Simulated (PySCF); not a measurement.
# Single point on RuN⁻

State: triplet, unpaired electrons π ↑, δ ↑, a mixture of terms (⟨Lz²⟩ = 5.0).

An equivalent input (the run itself took its basis sets from the Basis Set Exchange, started from a PBE0 density and held the occupation σ 6α 6β, πx 3α 2β, πy 2α 2β, δx 1α 1β, δy 1α 0β):

```python
from pyscf import gto, dft
mol = gto.M(atom='Ru 0 0 0; N 0 0 1.626', basis={'Ru': 'def2-TZVPPD', 'N': 'def2-TZVPPD'}, ecp={'Ru': 'def2-TZVPPD'},
            charge=-1, spin=2, verbose=4, symmetry='C2v')
mf = dft.UKS(mol, xc='HYB_MGGA_XC_R2SCAN0')
mf.grids.atom_grid = (80, 434)
mf.grids.prune = dft.gen_grid.treutler_prune
mf.irrep_nelec = {'A1': (7, 7), 'A2': (1, 0), 'B1': (3, 2), 'B2': (2, 2)}
mf.conv_tol = 1e-9
mf.max_cycle = 60
mf.diis_space = 10
mf.kernel()
```

The log (some set-up lines and the per-cycle HOMO/LUMO lines removed):

```
******** <class 'pyscf.dft.uks_symm.SymAdaptedUKS'> ********
method = SymAdaptedUKS
damping factor = 0
level_shift factor = 0
DIIS = <class 'pyscf.scf.diis.CDIIS'>
diis_start_cycle = 1
diis_space = 10
diis_damp = 0
SCF conv_tol = 1e-09
SCF conv_tol_grad = None
SCF max_cycles = 60
number electrons alpha = 13  beta = 11
Set gradient conv threshold to 3.16228e-05
init E= -149.543969135378
cycle= 1 E= -149.544722707893  delta_E= -0.000754  |g|= 0.00915  |ddm|= 0.126
cycle= 2 E= -149.544797279788  delta_E= -7.46e-05  |g|= 0.0127  |ddm|= 0.0527
cycle= 3 E= -149.544879727999  delta_E= -8.24e-05  |g|= 0.00621  |ddm|= 0.0185
cycle= 4 E= -149.544905066005  delta_E= -2.53e-05  |g|= 0.00598  |ddm|= 0.00961
cycle= 5 E= -149.544965206125  delta_E= -6.01e-05  |g|= 0.00272  |ddm|= 0.0183
cycle= 6 E= -149.545013128693  delta_E= -4.79e-05  |g|= 0.00194  |ddm|= 0.0189
cycle= 7 E= -149.545043190413  delta_E= -3.01e-05  |g|= 0.00107  |ddm|= 0.0175
cycle= 8 E= -149.545048560447  delta_E= -5.37e-06  |g|= 0.000488  |ddm|= 0.00608
cycle= 9 E= -149.545049522745  delta_E= -9.62e-07  |g|= 0.000161  |ddm|= 0.004
cycle= 10 E= -149.545049772753  delta_E= -2.5e-07  |g|= 0.000111  |ddm|= 0.00277
cycle= 11 E= -149.545049966013  delta_E= -1.93e-07  |g|= 6.21e-05  |ddm|= 0.00394
cycle= 12 E= -149.545050035257  delta_E= -6.92e-08  |g|= 2.29e-05  |ddm|= 0.0034
cycle= 13 E= -149.545050041611  delta_E= -6.35e-09  |g|= 7.55e-06  |ddm|= 0.00117
cycle= 14 E= -149.545050041834  delta_E= -2.23e-10  |g|= 1.88e-06  |ddm|= 0.000137
Extra cycle  E= -149.545050041843  delta_E= -9.38e-12  |g|= 1.49e-06  |ddm|= 1.04e-05
converged SCF energy = -149.545050041843  <S^2> = 2.0970198  2S+1 = 3.0639973
```

A point of this curve took 5 CPU seconds beside 0.43 for the integrals, on Arm Neoverse V1 (shared host).

Spin–orbit coupling is left out. The highest Kohn–Sham level is positive in this anion. Much of that is self-interaction error, but it also means that the finite basis helps to hold the extra electron. The state is the lowest single determinant that the PBE0 search found; with open d or f shells the true ground state can be another one.
